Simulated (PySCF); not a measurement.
Isomers of C7H13OP, mass 144.070 u with the commonest isotopes. Method: PBE0/pcSseg-1 in PySCF (dipole) on a GFN2-xTB geometry, gas phase. One conformer each, none proved a minimum here; rigid rotors.

Question: Order these by radius of gyration √(Σ m r²/M), smallest first.
A. `[CH3:1][CH2:2][CH2:3][P@@:4]1(=[O:5])[CH:6]=[C:7]1[CH2:8][CH3:9]` with C1–C2–C3–P4 60°, C2–C3–P4–O5 51°, C6–C7–C8–C9 0°
B. `[CH2:1]1[CH2:2][P:3]([CH:4]2[CH2:5][CH2:6]2)[CH2:7][CH2:8][O:9]1` with C2–P3–C4–C5 167°, O9–C1–C2–P3 -65°, C1–C2–P3–C4 156°, P3–C4–C5–C6 -108°, C2–P3–C7–C8 -56°
C. `C#C[P@@](C)(=O)C(C)(C)C`

Answer: C (2.020 Å), B (2.235 Å), A (2.291 Å).

Question: Order these by out-of-plane moment Σ m c² = (Ia + Ib − Ic)/2, smallest first.
A. `[CH3:1][CH2:2][CH2:3][P@@:4]1(=[O:5])[CH:6]=[C:7]1[CH2:8][CH3:9]` with C1–C2–C3–P4 60°, C2–C3–P4–O5 51°, C6–C7–C8–C9 0°
B. `[CH2:1]1[CH2:2][P:3]([CH:4]2[CH2:5][CH2:6]2)[CH2:7][CH2:8][O:9]1` with C2–P3–C4–C5 167°, O9–C1–C2–P3 -65°, C1–C2–P3–C4 156°, P3–C4–C5–C6 -108°, C2–P3–C7–C8 -56°
C. `[CH3:1][O:2][CH2:3][PH:4][C:5]1=[CH:6][CH2:7][CH2:8][CH2:9]1` with C1–O2–C3–P4 -178°, O2–C3–P4–C5 56°, C3–P4–C5–C6 95°, C5–C6–C7–C8 10°, C6–C7–C8–C9 -16°, C7–C8–C9–C5 16°, P4–C5–C9–C8 171°
D. `C#C[P@@](C)(=O)C(C)(C)C`

Answer: B (30.77 u·Å²), C (62.10 u·Å²), A (65.40 u·Å²), D (117.43 u·Å²).

Question: Order these by rotational constant A, largest first.
A. `[CH3:1][O:2][CH2:3][PH:4][C:5]1=[CH:6][CH2:7][CH2:8][CH2:9]1` with C1–O2–C3–P4 -178°, O2–C3–P4–C5 56°, C3–P4–C5–C6 95°, C5–C6–C7–C8 10°, C6–C7–C8–C9 -16°, C7–C8–C9–C5 16°, P4–C5–C9–C8 171°
B. `[CH2:1]1[CH2:2][P:3]([CH:4]2[CH2:5][CH2:6]2)[CH2:7][CH2:8][O:9]1` with C2–P3–C4–C5 167°, O9–C1–C2–P3 -65°, C1–C2–P3–C4 156°, P3–C4–C5–C6 -108°, C2–P3–C7–C8 -56°
C. `C#C[P@@](C)(=O)C(C)(C)C`
D. `[CH3:1][CH2:2][CH2:3][P@@:4]1(=[O:5])[CH:6]=[C:7]1[CH2:8][CH3:9]` with C1–C2–C3–P4 60°, C2–C3–P4–O5 51°, C6–C7–C8–C9 0°

Answer: B (3295 MHz), D (2200 MHz), A (2038 MHz), C (1708 MHz).

```json
{"SMILES": "C1CP(C2CC2)CCO1", "point group": "Cs", "Ia (u·Å²)": "153.39", "Ib (u·Å²)": "596.99", "Ic (u·Å²)": "688.84", "κ": "-0.91", "μa (D)": "1.09", "μb (D)": "0.00", "μc (D)": "0.44"}
{"SMILES": "C#C[P@@](C)(=O)C(C)(C)C", "point group": "C1", "Ia (u·Å²)": "295.88", "Ib (u·Å²)": "409.63", "Ic (u·Å²)": "470.64", "κ": "-0.50", "μa (D)": "0.52", "μb (D)": "2.18", "μc (D)": "3.31"}
{"SMILES": "CCC[P@@]1(=O)C=C1CC", "point group": "C1", "Ia (u·Å²)": "229.76", "Ib (u·Å²)": "591.61", "Ic (u·Å²)": "690.56", "κ": "-0.83", "μa (D)": "1.54", "μb (D)": "2.75", "μc (D)": "2.75"}
{"SMILES": "COCPC1=CCCC1", "point group": "C1", "Ia (u·Å²)": "248.01", "Ib (u·Å²)": "563.55", "Ic (u·Å²)": "687.35", "κ": "-0.75", "μa (D)": "0.66", "μb (D)": "1.50", "μc (D)": "0.86"}
```
